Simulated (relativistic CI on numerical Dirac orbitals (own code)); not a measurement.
## Mg10+: sensitivity of the levels to the model

Base calculation: Dirac-Coulomb-Breit CI, separate exchange-only KLI orbitals for each configuration, a model potential for QED, unscaled Slater integrals.

Configuration list: 1s2, 1s.2s, 1s.2p, 1s.3s, 1s.3p, 1s.3d, 1s.4s, 1s.4p, 1s.4d, 1s.4f, 1s.5s, 1s.5p, 1s.5d, 1s.5f, 1s.5g, 1s.6s, 1s.6p, 1s.6d. Levels of other configurations are missing.

The lowest level and the first level of each name with at least 55 % of one term (blank where a level has no safe partner in the second run):

```
      Level  Base (eV)  Shift (eV)
   1s2 1S_0       0.00        0.00
 1s.2s 3S_1    1329.91       +0.32
1s.2p 3P°_0    1341.84       +0.24
1s.2p 3P°_1    1341.94       +0.24
1s.2p 3P°_2    1342.38       +0.24
 1s.2s 1S_0    1342.70       -0.96
1s.2p 1P°_1    1351.52       -0.71
 1s.3s 3S_1    1572.23       +0.08
1s.3p 3P°_0    1575.51       +0.07
1s.3p 3P°_1    1575.54       +0.07
1s.3p 3P°_2    1575.67       +0.07
 1s.3s 1S_0    1575.69       -0.25
 1s.3d 3D_1    1577.42        0.00
 1s.3d 3D_2    1577.43        0.00
 1s.3d 3D_3    1577.48        0.00
 1s.3d 1D_2    1577.57       -0.01
1s.3p 1P°_1    1578.27       -0.20
 1s.4s 3S_1    1655.39       +0.03
1s.4p 3P°_0    1656.73       +0.03
1s.4p 3P°_1    1656.75       +0.03
1s.4p 3P°_2    1656.80       +0.03
 1s.4s 1S_0    1656.82       -0.10
```

At this charge energies of transitions that change n are usually good to better than 1 %, and those within a shell (Δn = 0) to a few per cent.

(1) One thing was changed in a second run, which moved the levels as shown. Which?
A. QED terms removed
B. Breit term removed
C. configuration mixing switched off
D. valence Slater integrals scaled by 0.9

Answers

(1) D. Valence Slater integrals scaled by 0.9. Scaling acts on the splittings between terms and on the mixing, and leaves the fine structure of pure LS terms nearly alone; in jj coupling it moves the levels of one term differently.

LS names give the leading component of a level, which can be under half, so a name can repeat, a term be missing and a line seem to break the LS rules.
